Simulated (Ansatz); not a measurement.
`S[SiH](Cl)Cl` + HI → `Cl[SiH](Cl)I` + H₂S at 400 K and 1 bar (ligand exchange at the Si–S bond).

Program: Ansatz. Geometries: PBE0-D4/def2-TZVP. ΔE: electronic, gas phase. CCSD(T)/CBS adds triple-zeta CCSD(T) − MP2 to the extrapolated MP2 energy (def2 sets, frozen cores). This one scheme is used for every species. Elements past krypton have def2 core potentials. For I outer-core shells are correlated without core-valence functions, which leaves a few kJ/mol of doubt a bond. Each species was taken in one conformer, which may not be the lowest.

| species | CCSD(T)/CBS energy (Eh) | H − E (kJ/mol) | S (J/(mol·K)) |
| --- | --- | --- | --- |
| `S[SiH](Cl)Cl` | -1607.74509 | 85.7 | 363.7 |
| HI | -298.03592 | 25.7 | 215.0 |
| `Cl[SiH](Cl)I` | -1506.81701 | 60.4 | 368.3 |
| H₂S | -398.97279 | 53.4 | 215.9 |

H − E and S are ideal-gas, rigid-rotor, harmonic terms from PBE0-D4/def2-TZVP, for one conformer and one mirror image of each species. 1 Eh = 2625.50 kJ/mol, R = 8.31446 J/(mol·K).

Question: By hand: ΔE, ΔH, ΔS and ΔG.

Answer: ΔE = (-1506.81701) + (-398.97279) − (-1607.74509) − (-298.03592) = -0.00879 Eh = -23.1 kJ/mol. Δ(H − E) = 60.4 + 53.4 − 85.7 − 25.7 = 2.4, so ΔH = -20.7 kJ/mol. ΔS = 368.3 + 215.9 − 363.7 − 215.0 = 5.5 J/(mol·K). ΔG = -20.7 − 400 × (5.5)/1000 = -22.9 kJ/mol.

Question: By hand: the equilibrium constant, and the temperature at which ΔG would vanish if ΔH and ΔS stayed fixed.

Answer: log₁₀ K = −ΔG/(RT ln 10) = 3.0. ΔH and −TΔS have one sign here, so there is no such temperature.

The number of gas molecules stays the same, so ΔS is small and ΔH decides. A doubt of 5 kJ/mol in ΔE shifts log₁₀ K by 0.7 here. Other conformers and mirror images would add mixing entropy, several J/(mol·K) or more a flexible species. These are equilibria of isolated gas molecules and say nothing of rates. Largest T1 diagnostic: 0.010 (customary marks: 0.02 for closed shells, 0.045 for open ones).

ΔS is within the doubt of such terms, so its sign, and with it that verdict, could turn.
